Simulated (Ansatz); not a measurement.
`c1csc(-c2cnc(-c3cnc(-c4cncs4)s3)s2)n1` with charge +1. Charge 1, multiplicity 2. Geometry PBE-D4/def2-SVP; atoms count from 1.

Cartesian coordinates in Å:
```
C 6.0838 -2.2219 -0.8441
C 6.3344 -2.2544 0.5347
S 4.9609 -1.7238 1.4087
C 4.1231 -1.4872 -0.1385
C 2.7809 -1.0087 -0.2449
C 2.0821 -0.8098 -1.4711
N 0.8330 -0.3565 -1.3627
C 0.4795 -0.1748 -0.0855
C -0.7941 0.2998 0.3190
C -1.2982 0.5358 1.6279
N -2.5496 0.9880 1.7019
C -3.0898 1.1307 0.4803
C -4.4184 1.5985 0.2689
C -5.1249 1.8024 -0.9372
N -6.3856 2.2608 -0.8046
C -6.6884 2.4215 0.4733
S -5.4438 2.0215 1.6190
S -2.0188 0.6902 -0.8570
S 1.7561 -0.5830 1.0867
N 4.8567 -1.7957 -1.2044
H 6.8171 -2.5168 -1.6090
H 7.2526 -2.5633 1.0515
H 2.5418 -1.0160 -2.4485
H -0.7158 0.3666 2.5477
H -4.7090 1.6101 -1.9392
H -7.6655 2.7859 0.8269
```

Single mean-field runs in def2-TZVP are fitted with def2-universal-jkfit.

Problem. Estimate the Mulliken populations from the PBE0/def2-TZVP orbitals of Ansatz.

Solution. 
| atom | charge (e) | spin (α − β) |
| --- | --- | --- |
| C1 | -0.07 | -0.01 |
| C2 | -0.13 | 0.18 |
| S3 | 0.12 | 0.02 |
| C4 | 0.10 | -0.03 |
| C5 | 0.14 | 0.18 |
| C6 | -0.08 | 0.08 |
| N7 | -0.18 | 0.04 |
| C8 | 0.24 | 0.03 |
| C9 | -0.04 | 0.10 |
| C10 | -0.06 | 0.13 |
| N11 | -0.19 | 0.00 |
| C12 | 0.30 | 0.10 |
| C13 | -0.12 | 0.01 |
| C14 | -0.08 | 0.12 |
| N15 | -0.17 | -0.03 |
| C16 | -0.04 | 0.11 |
| S17 | 0.15 | -0.02 |
| S18 | 0.12 | -0.05 |
| S19 | 0.07 | -0.02 |
| N20 | -0.20 | 0.08 |
| H21 | 0.18 | 0.00 |
| H22 | 0.20 | -0.01 |
| H23 | 0.20 | 0.00 |
| H24 | 0.18 | -0.01 |
| H25 | 0.18 | -0.01 |
| H26 | 0.19 | -0.01 |
Mulliken values depend strongly on the basis.

Problem. Where does the spin sit?

Solution. Summed by element: C 1.00, S -0.07, N 0.10, H -0.03, of 1 unpaired in all. Largest on single atoms: C2 0.18, C5 0.18, C10 0.13.

Problem. And the Mayer bond orders between heavy atoms (over 0.3)?

Solution. C1–C2 1.51 (1.40 Å); C1–N20 1.42 (1.35 Å); C2–S3 1.31 (1.71 Å); S3–C4 1.23 (1.78 Å); C4–C5 1.11 (1.43 Å); C4–N20 1.47 (1.33 Å); C5–C6 1.32 (1.43 Å); C5–S19 1.25 (1.73 Å); C6–N7 1.52 (1.33 Å); N7–C8 1.38 (1.34 Å); C8–C9 1.15 (1.42 Å); C8–S19 1.20 (1.78 Å); C9–C10 1.31 (1.42 Å); C9–S18 1.25 (1.74 Å); C10–N11 1.53 (1.33 Å); N11–C12 1.36 (1.34 Å); C12–C13 1.09 (1.42 Å); C12–S18 1.24 (1.77 Å); C13–C14 1.40 (1.41 Å); C13–S17 1.24 (1.75 Å); C14–N15 1.44 (1.35 Å); N15–C16 1.55 (1.32 Å); C16–S17 1.35 (1.74 Å).
